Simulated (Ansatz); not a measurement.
`CN[SiH2][SiH2]N` and `CN[SiH2][SiH3]` differ in one atom or group.

Ansatz, PBE0-D4/def2-TZVP geometries, multiplicity 1. Each molecule was computed in one conformer, which needn't be the lowest.

```csv
property,`CN[SiH2][SiH2]N`
LUMO energy (B3LYP/def2-TZVPP) / eV,-0.24
HOMO energy (PBE0/def2-TZVPP) / eV,-6.50
LUMO energy (ωB97M-V/def2-TZVPP) / eV,1.59
HOMO energy (B3LYP/def2-TZVPP) / eV,-6.30
LUMO energy (PBE/def2-TZVPP) / eV,-0.87
HOMO energy (PBE/def2-TZVPP) / eV,-5.20
```

Problem. What does the change do to each property? (Best estimate.)

Solution. The calculation gave: 
```
                             property  `CN[SiH2][SiH3]`  shift
  LUMO energy (B3LYP/def2-TZVPP) / eV             -0.24   0.00
   HOMO energy (PBE0/def2-TZVPP) / eV             -6.59  -0.09
LUMO energy (ωB97M-V/def2-TZVPP) / eV              1.62   0.03
  HOMO energy (B3LYP/def2-TZVPP) / eV             -6.38  -0.08
    LUMO energy (PBE/def2-TZVPP) / eV             -0.89  -0.02
    HOMO energy (PBE/def2-TZVPP) / eV             -5.34  -0.14
```

B3LYP here is the variant with VWN-RPA as its local correlation; programs differ in this.
